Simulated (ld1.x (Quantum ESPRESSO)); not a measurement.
## phosphorus (P): variants of one TM potential

Base potential:

phosphorus, norm-conserving Troullier–Martins (Kleinman–Bylander form), made with ld1.x (Quantum ESPRESSO) 7.5 (LDA (PZ), scalar-relativistic). Core [He], reference 2s2 2p6 3s1 3p4. Waves: 2p (bound): rc 0.90 bohr; 3d channel at 0.4 Ry: rc 0.70 bohr; 2s (bound): rc 0.55 bohr. Local part: the s channel. Core correction: none.

Occupied shells without a wave of their own: 3p, 3s. They enter only through the test configuration that unscreens the potential.

All-electron outer shells of the reference configuration (LDA (PZ), scalar-relativistic, ld1.x):

| shell | level (eV) | outermost node (bohr) | outermost maximum (bohr) |
| --- | --- | --- | --- |
| 1s | -2077.58 | – | 0.07 |
| 2s | -174.63 | 0.14 | 0.42 |
| 2p | -125.98 | – | 0.35 |
| 3s | -14.73 | 0.66 | 1.56 |
| 3p | -6.16 | 0.64 | 1.81 |

Cutoffs, loose and tight: the cutoffs (Ry, on a coarse ladder) from which the occupation-weighted sum of valence levels, in a spherical-Bessel basis at the reference potential, stays within 10 and 1 mRy of its value at 400 Ry. They do not see the model core or the augmentation charge, which bear on the density cutoff. Test errors are all-electron minus pseudo excitation energies from the reference, over the configurations 2s2 2p6 3s2 3p3; 2s2 2p6 3s2 3p2; 2s2 2p6 3s2 3p1; 2s2 2p6 3s2 3p2.5; 2s2 2p6 3s0 3p5; 2s2 2p6 3s2 3p3.3; 2s2 2p6 3s1 3p0 (two spin-polarised tests are not counted in the largest error). A dash means not determined; rows that change the core or the reference have their own tests. The largest error is taken over the tests solved by every variant that gives reliable tests at all: 2s2 2p6 3s1 3p0; 2s2 2p6 3s2 3p1; 2s2 2p6 3s2 3p2; 2s2 2p6 3s2 3p3.3.

A true bound ghost makes a file unfit for plane-wave use even where its test errors are small: the radial tests pick states by their node count and pass the ghost by.

Cutoffs are not given where the Bessel-basis levels miss the radial ones by over 6 mRy, ghosts where they miss by over 20 mRy; a channel whose overlap is not positive is not tested.

On the changes marked as counting shells twice: ld1.x takes every shell without a wave as core, so the model core holds the marked electrons as well and exchange and correlation see them twice. This cancels in the reference configuration, but the file is broken for other ones, and its errors say nothing about a proper core correction.

| change | outcome | cutoff, loose | cutoff, tight | bound ghosts | largest test error (meV) |
| --- | --- | --- | --- | --- | --- |
| base | generated, misses its reference levels by 0.22 eV | – | – | none | +2253 |
| wave 2s (bound): rc 0.55 bohr becomes 2s (bound): rc 0.44 bohr | generated, misses its reference levels by 0.24 eV | – | – | none | +2450 |
| type PAW; waves now 2s (bound): rc 0.55 bohr; 3s (bound): rc 0.55 bohr; 2p (bound): rcut 0.80, rcutus 0.90 bohr; 3p (bound): rcut 0.80, rcutus 0.90 bohr; 3d channel at 0.4 Ry: rcut 0.60, rcutus 0.70 bohr; local potential all-electron potential smoothed inside 0.55 bohr (lloc = -1); core correction a·sin(br)/r model core, default radius (ld1.x builds one for every PAW set, though the input has nlcc=.false.); augmentation PSQ, inside the norm-conserving radii | failed: invmat: error in DGETRF | – | – | – | – |
| reference 2s2 2p6 3s2 3p1 | generated, misses its reference levels by 0.32 eV | – | – | none | -1182 over the solved tests; 5 of 9 tests not solved or not reliable |
| core correction a·sin(br)/r model core inside 0.36 bohr (3p, 3s counted twice) | generated, misses its reference levels by 0.22 eV | – | – | none | +579 |
| wave 3d channel at 0.4 Ry: rc 0.70 bohr becomes 3d channel at -0.07 Ry: rc 0.70 bohr | generated, misses its reference levels by 0.22 eV | – | – | none | +2253 |
| all radii scaled by about 1.40 (s 0.76, p 1.26, d 0.98 bohr) | generated, misses its reference levels by 0.76 eV | 200 Ry | 300 Ry | none | +7819 |
| core [Ne], valence charge 5; reference 3s1.75 3p3.25; waves now 3s (bound): rc 1.15 bohr; 3p (bound): rc 1.50 bohr; 3d channel at 0.4 Ry: rc 1.65 bohr; local potential all-electron potential smoothed inside 0.95 bohr (lloc = -1); core correction Bessel-smoothed model core, default radius (core density twice the valence density) | generated | 55 Ry | 120 Ry | s | +1149 |
